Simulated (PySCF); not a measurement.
C6H4F3O (charge +1).
SMILES with atom numbers: `[F:1][C:2]([F:3])([F:4])[c:5]1[cH:6][cH:7][cH:8][cH:9][o+:10]1` (hydrogens: H11 on C6; H12 on C7; H13 on C8; H14 on C9)

Linear response at CAM-B3LYP/def2-SVPD (PySCF, frozen core in the response, non-relativistic). Geometry: PBE0-D3(BJ)/def2-SVP; no solvent, vibrations or thermal averaging.

Static isotropic polarisability: 67.70 au (10.03 Å³), principal values 43.9, 72.4, 86.8 au.

Q: What is the polarisability at 1064 nm and at the sodium D line?

A: 68.41 au at 1064 nm (+1.0 %), 70.16 au at 589.3 nm (+3.6 %). The rise at 589.3 nm is 3.49 times that at 1064 nm; a pure ω² law gives 3.26. The lowest singlet lies at 236 nm, shorter than both wavelengths.

Q: What is the isotropic C6 coefficient between two such ions, C6 = (3/π)∫α(iω)² dω?

A: 2073 au (Eh·bohr⁶) by a ten-point quadrature over imaginary frequencies, which is 1240 eV·Å⁶ or 120 J·nm⁶/mol.

Q: Which effective excitation energy ω̄ makes London's formula C6 = (3/4)α²ω̄ exact here?

A: ω̄ = 4·C6/(3α²) = 0.603 Eh = 16.4 eV. A one-pole form α(ω) = α/(1 − ω²/ω̄²) fitted to the 1064 nm value gives 11.5 eV.

Q: What molar refraction at the D line follows from R = (4π/3)·N_A·α′, with α′ the polarisability volume?

A: α′ = 10.40 Å³ gives R = 26.23 cm³/mol, for isolated, non-vibrating species.

Q: How anisotropic is the static polarisability, by Δα² = ½[(α1 − α2)² + (α2 − α3)² + (α3 − α1)²]?

A: Δα = 37.8 au, or 0.56 of the isotropic value.

Q: How many electrons N does the Slater–Kirkwood formula C6 = (3/4)·√N·α^(3/2) need to give this C6?

A: N = (4·C6/3)²/α³ = 24.6; the species has 74 electrons in all.

Q: What three-body coefficient follows from the one-pole estimate C9 = (3/4)·α·C6?

A: 105000 au. This is an estimate from the two numbers above, not a computed integral.

Shape of the structure used: `[F:1][C:2]([F:3])([F:4])[c:5]1[cH:6][cH:7][cH:8][cH:9][o+:10]1`: F1–C2–C5–C6 -54°.
